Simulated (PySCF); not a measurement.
## Ionisation energy of Pb²⁺ by level of theory

Pb²⁺ [Xe] 4f14 5d10 6s2 (1S) → Pb³⁺ [Xe] 4f14 5d10 6s1 (2S), as a difference of total energies. Computed with PySCF 2.14 in x2c-TZVPPall with one added diffuse shell each of s, p, d, f type (12s8p7d4f, 99 functions), with scalar relativity by spin-free X2C-1e. Correlated levels: valence and next inner shell: [Kr] 4d10 4f14 frozen. The calculations carry no spin-orbit coupling.

```
                                method  ionisation energy (eV)  error (eV)
                                   UHF                  29.834      -2.103
    MP2 (valence and next inner shell)                  31.914      -0.023
SCS-MP2 (valence and next inner shell)                  31.785      -0.152
   CCSD (valence and next inner shell)                  31.589      -0.348
CCSD(T) (valence and next inner shell)                  31.671      -0.266
```

Reference: 31.937 eV (measured; NIST Atomic Spectra Database, ionization energies).

Errors of the correlated levels include the incompleteness of this basis and the frozen core.
